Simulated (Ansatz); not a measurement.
The same atomization along the group C, Si, Ge.

Calculated with Ansatz (gas phase, PBE0-D4/def2-TZVP geometries, no zero-point term in ΔE). CCSD(T)/CBS adds triple-zeta CCSD(T) − MP2 to the extrapolated MP2 energy (def2 sets, frozen cores). This one scheme is used for every species, atoms too. DFT in def2-TZVPP. No spin–orbit coupling; open shells (•) take unrestricted orbitals. Spin–orbit coupling would lower the free atoms: a little for C, Si; clearly for Ge. Elements past krypton have def2 core potentials. For Ge, Sb outer-core shells are correlated without core-valence functions, so the limit isn't a true one: a few kJ/mol of doubt a bond, and 10 to 20 or more in all where bonds break to atoms. Scalar relativity is left out up to krypton.

```
                         reaction  MP2/CBS(def2) (kJ/mol)  CCSD(T)/def2-SVP (kJ/mol)  B2PLYP (kJ/mol)
  `[CH3][SbH2]` → 5 H• + Sb• + C•                    2045                       1932             2052
`[SiH3][SbH2]` → 5 H• + Sb• + Si•                    1691                       1591             1712
`[GeH3][SbH2]` → 5 H• + Sb• + Ge•                    1590                       1505             1612
```

Task: Give the CCSD(T)/CBS values in the same order. (An estimate is asked.)

Result: Computed: 2082, 1749, 1654 kJ/mol.

Largest T1 diagnostic: 0.014, for `[SiH3][SbH2]`.

For atomizations the MP2-based limit and the directly extrapolated one differ by several kJ/mol either way, and by 10 to 25 for some Ge, Se and Sn compounds, so smaller differences from it don't rank the levels.
